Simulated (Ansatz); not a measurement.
`C#C[SiH](C)Cl`, 10 atoms. The species carries charge 0 and has multiplicity 1. All runs use 4 threads of a server CPU on a shared host. Correlated methods freeze the cores.

Question: How many basis functions does each run have, and how long does it take in Ansatz? RHF-CCSD(T)/def2-SVP energy; RKS ωB97M-V/def2-QZVPP energy; RKS PBE0-D4/def2-SVP energy; RHF-MP2/def2-QZVPP energy; RKS ωB97M-V/def2-TZVPP energy and forces; RKS PBE0-D4/def2-TZVP relaxation (6 steps); RKS CAM-B3LYP-D4/def2-TZVPP energy; direct RPA on PBE orbitals/def2-TZVPP energy; RKS PBE0-D4/def2-QZVPP energy; RKS ωB97M-V/def2-SVP energy; RKS PBE0-D4/def2-TZVP frequencies; RHF-CCSD(T)/def2-TZVPP energy. (Estimate.)

Answer: The calculation gave: Other jobs shared the machine, so times are rough.

```
                                level                   job  functions  wall time  peak host memory (GiB)
                 RKS PBE0-D4/def2-SVP                energy        103     0.75 s                    0.22
          RKS CAM-B3LYP-D4/def2-TZVPP                energy        247      2.4 s                    0.72
                 RHF-CCSD(T)/def2-SVP                energy        103      2.6 s                    0.44
                 RKS ωB97M-V/def2-SVP                energy        103      2.6 s                    0.32
direct RPA on PBE orbitals/def2-TZVPP                energy        247      3.1 s                    0.56
               RKS PBE0-D4/def2-QZVPP                energy        461      5.5 s                     1.6
               RKS ωB97M-V/def2-TZVPP     energy and forces        247      6.5 s                    0.92
               RKS ωB97M-V/def2-QZVPP                energy        461       11 s                       2
                   RHF-MP2/def2-QZVPP                energy        461       12 s                     2.6
                RKS PBE0-D4/def2-TZVP  relaxation (6 steps)        197       15 s                    0.52
               RHF-CCSD(T)/def2-TZVPP                energy        247       64 s                     4.9
                RKS PBE0-D4/def2-TZVP           frequencies        197       96 s                    0.56
```
